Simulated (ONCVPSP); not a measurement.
chromium, ONCV: configuration errors across variants

Cr, optimised norm-conserving Vanderbilt (ONCV), made with ONCVPSP 4.0.1 (LDA (Perdew-Wang 92), scalar-relativistic). Core [Ne], reference 3s2 3p6 3d5 4s1. Waves: 3s+4s: rc 1.80 bohr, ncon 4, nbas 8, qcut 6.8 1/bohr, 2 projectors; 3p: rc 1.45 bohr, ncon 4, nbas 8, qcut 9.2 1/bohr, 2 projectors, debl 3.2 Ha; 3d: rc 1.05 bohr, ncon 4, nbas 7, qcut 9 1/bohr, 3 projectors, debl 3.4 Ha. Local part: polynomial inside 1.00 bohr (lpopt 5, dvloc0 6 Ha). Core correction: none.

All-electron excitation energies from the reference (eV): (1) 3s2 3p6 3d5 4s0 7.133; (2) 3s2 3p6 3d4 4s0 23.476; (3) 3s1 3p6 3d5 4s1 79.875.

A true bound ghost makes a file unfit for plane-wave use even where its test errors are small: the radial tests pick states by their node count and pass the ghost by.

Errors AE − PS in meV (a dash: test not solved or not reliable):

| change | (1) | (2) | (3) | bound ghosts | GHOST(+) flags above zero |
| --- | --- | --- | --- | --- | --- |
| base | +0.7 | 0.0 | -208 | none | none |
| local potential polynomial inside 1.00 bohr (lpopt 5, dvloc0 -2 Ha) | +0.8 | +1.3 | -207 | d | none |
| local potential polynomial inside 1.00 bohr (lpopt 5, dvloc0 0 Ha) | +0.7 | -0.4 | -208 | none | d |
| local potential polynomial inside 1.00 bohr (lpopt 5, dvloc0 2.5 Ha) | +0.7 | -0.1 | -208 | none | d |
| local potential polynomial inside 1.00 bohr (lpopt 5, dvloc0 4 Ha) | +0.7 | 0.0 | -208 | none | d |
| local potential polynomial inside 1.00 bohr (lpopt 5, dvloc0 9 Ha) | +0.7 | +0.1 | -207 | none | d |

Give the same row for: local potential polynomial inside 1.00 bohr (lpopt 5, dvloc0 7 Ha).

+0.7, 0.0, -209; bound ghosts: none; GHOST(+) flags above zero: d.
